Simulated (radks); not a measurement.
Problem. Species: the gadolinium ion Gd11+. Configuration: [Kr] 4d10 4f5 5s2 (the NIST ground configuration). Method: scalar-relativistic Kohn-Sham, PBEsol, spin-polarised, spherical densities, finite nucleus; open shells are filled with parallel spins first (spin-orbit coupling, left out, can overturn this in heavy ions); Fermi nuclear charge, rms radius 5.1569 fm; computed with a radial shooting solver on a logarithmic mesh with Libxc functionals. Some entries of the table are withheld. Estimate them.

orbital  occ.  eigenvalue (eV)  <1/r> (bohr^-1)
1s down     1        -50268.81            71.62
1s up       1        -50268.79            71.62
2s up       1        -8461.435            16.61
2s down     1        -8461.375            16.61
2p up       3        -7552.973            15.52
2p down     3        -7552.937            15.52
3s up       1        -2025.951            6.095
3s down     1        -2023.470            6.101
3p up       3        -1744.393            5.731
3p down     3        -1741.929            5.737
3d up       5        -1372.038            5.439
3d down     5        -1370.140            5.445
4s up       1        -558.8672            2.589
4s down     1        -553.5100            2.587
4p up       3        -465.2391              (1)
4p down     3        -459.9609              (2)
4d up       5        -335.3603              (3)
4d down     5        -330.1598              (4)
5s up       1        -212.4553            1.163
5s down     1        -209.2439            1.151
4f up       5        -191.6618            1.734
4f down     0        -186.5355            1.725

Solution. 
(1) 4p up <1/r> (bohr^-1): 2.388
(2) 4p down <1/r> (bohr^-1): 2.386
(3) 4d up <1/r> (bohr^-1): 2.127
(4) 4d down <1/r> (bohr^-1): 2.123
